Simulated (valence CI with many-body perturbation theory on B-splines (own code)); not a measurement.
The numbers below are computed, except where a source is named.
# Br XXII: magnetic and hyperfine properties of the levels

Method: relativistic CI+MBPT: four valence electrons over a frozen Dirac-Fock core [Ne], radial functions for each j: 11 s, 11 p, 10 d, 8 f, 5 g, 2 h, with the one-electron correlation potential Σ1 (screened to all orders), the two-electron term Σ2, the three-electron term Σ3, Breit, model QED; selected single and double excitations, second order for the rest, scaled by the run's own slope (own B-spline code, finite nucleus).

No measured spectrum was set against this ion. As an estimate, levels of excited configurations hold to 0.05 to 0.15 % of their energy, terms of the ground configuration to about 0.5 %. Among the levels kept, up to 800 cm⁻¹ of a level comes from second order outside the variational space, and about a tenth of that is noise between levels of different J, which matters for small intervals.

A/g_I is the dipole constant over the nuclear g factor μ/I (μ in nuclear magnetons, uniformly magnetised nucleus), B/Q the quadrupole constant per barn. Both hold the static response of the core; the bare values leave it out. Large factors of s and p1/2 electrons are usually good to 5 to 10 %; those of open d and f shells near neutrality can be off by tens of per cent, and small factors of p3/2, d and f electrons come from cancelling terms and can be off by a factor of two or in sign, in half-filled shells by more. B is blank for J = 1/2, where it vanishes, and for nearly pure S terms. Energies count from the lowest level. Levels with J = 0 are left out.

Names give the largest LS component (configuration and term), which can be under half, so a name can repeat, a term be missing and a line seem to break the LS rules; names also repeat where a configuration has a term twice. Letters in brackets count levels of one name in rising energy.

```tsv
Level	E (eV)	g	A/g_I (MHz)	A/g_I bare	B/Q (MHz/b)	B/Q bare
3s2.3p2 3P_1	7.19	1.499	-1180	-564	13400	13000
3s2.3p2 3P_2	10.23	1.310	28200	27600	2630	2550
3s2.3p2 1D_2	20.19	1.187	17800	17400	24000	23300
3s.3p3 5S°_2	54.03	1.944	67600	66000	2480	2410
3s.3p3 3D°_1	66.89	0.677	-33800	-32200	19400	18900
3s.3p3 3D°_2	67.69	1.260	45800	44300	30100	29200
3s.3p3 3D°_3	70.52	1.331	61100	59100	-3090	-2960
3s.3p3 3P°_2 [a]	78.85	1.249	27500	27000	-26200	-25400
3s.3p3 3P°_1	78.86	1.362	73500	71000	-20700	-20100
3s.3p3 3P°_2 [b]	86.06	1.164	48200	46600	-14200	-13700
3s.3p3 3S°_1	91.86	1.615	-12000	-10200	786	774
3s2.3p.3d 3F°_2	92.16	0.722	20200	19700	15500	15400
3s2.3p.3d 3F°_3	95.38	1.089	14600	14500	17300	17200
3s2.3p.3d 3F°_4	101.95	1.249	7290	7510	32300	31800
3s.3p3 1P°_1	102.12	1.291	-9160	-7890	1550	1530
3s2.3p.3d 3P°_2 [a]	102.72	1.299	5280	5660	7440	7490
3s2.3p.3d 3D°_1	104.32	0.858	-20400	-19000	2760	2820
3s2.3p.3d 3D°_2	109.84	1.059	5340	5620	-5380	-5100
3s2.3p.3d 3D°_3	111.31	1.298	13800	13900	-9200	-8720
3s2.3p.3d 3P°_1	111.80	1.205	6350	6810	-13700	-13500
3s2.3p.3d 3P°_2 [b]	113.13	1.289	19400	19200	-18900	-18300
3s2.3p.3d 1F°_3	120.41	1.024	10100	10100	27500	27200
3s2.3p.3d 1P°_1	123.97	0.978	-1730	-1240	4120	4150
3p4 3P_2	132.85	1.388	22900	23000	1520	1550
3s.3p2.3d 5F_1	136.39	0.142	-44800	-43000	232	391
3s.3p2.3d 5F_2	137.81	1.070	13800	13800	6730	6710
3s.3p2.3d 5F_3	139.97	1.303	27200	26800	12300	12300
3p4 3P_1	140.57	1.425	16800	17100	-8200	-7990
3p4 1D_2	142.95	1.122	34500	33600	-32100	-31100
3s.3p2.3d 5F_4	143.49	1.363	29700	29200	11100	11200
3s.3p2.3d 5D_1	144.96	1.455	29000	28700	-13700	-13400
3s.3p2.3d 5D_2	145.03	1.335	27300	27000	-17300	-16800
3s.3p2.3d 5D_3	145.19	1.372	40300	39400	-14700	-14200
3s.3p2.3d 5D_4	147.14	1.403	40400	39500	8170	8060
```

**Question.** Take the isotope of mass number 79, with I = 3/2, μ = 2.1046 μN and Q = 0.3087 b. What is the hyperfine structure of 3s.3p3 3P°_2 [a]?

**Answer.** From the table A = 38600 MHz, B = -8100 MHz. Shifts from the centre of gravity in MHz: F = 1/2: -181000, F = 3/2: -116000, F = 5/2: -14200, F = 7/2: 114000.
